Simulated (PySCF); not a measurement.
Al(OH)(SH)2, H3AlOS2, SMILES [OH][Al]([SH])[SH] (CAM-B3LYP/def2-SVP optimised geometry):

```
7

Al    -0.268     0.452     0.000
O     -1.037     1.955     0.000
H     -1.966     2.192    -0.004
S      1.904     0.452     0.000
H      1.966     1.801    -0.004
S     -1.393    -1.411     0.000
H     -0.292    -2.192     0.002
```

Calculation: CAM-B3LYP/def2-TZVP run with PySCF.

What are the frontier orbital energies and the dipole moment?

HOMO-2 -10.00 eV, HOMO-1 -9.38 eV, HOMO -8.91 eV, LUMO 0.38 eV, LUMO+1 0.90 eV; dipole moment 1.08 D.

On the same geometry PBE/def2-TZVP (PySCF 2.14.0) gives HOMO-2 -7.45 eV, HOMO-1 -6.76 eV, HOMO -6.40 eV, LUMO -1.33 eV, LUMO+1 -0.83 eV; dipole moment 1.01 D.

Meta-Löwdin charges at CAM-B3LYP/def2-TZVP: Al1 0.89, O2 -0.78, H3 0.36, S4 -0.35, H5 0.12, S6 -0.35, H7 0.11.
